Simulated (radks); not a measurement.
Task: Li, configuration [He] 3s1 (not the ground configuration). Calculated with a radial shooting solver on a logarithmic mesh with Libxc functionals: Dirac Kohn-Sham, BP86, spin-unpolarised, spherical densities, point nucleus.

Spin-orbit splittings of the eigenvalues, e(l+1/2) - e(l-1/2), with zeta = 2 splitting/(2l+1) and mean radii in bohr:

| shell | occ. | splitting (eV) | zeta (eV) | <r> j=l-1/2 | <r> j=l+1/2 |
|---|---|---|---|---|---|
| 2p | 0 | 0.0002253 | 0.0001502 | 4.643 | 4.643 |
| 3d | 0 | ? | ? | 10.61 | 10.61 |

Estimate the 3d splitting.

Result: 2.722e-06 eV (zeta = 1.089e-06 eV).
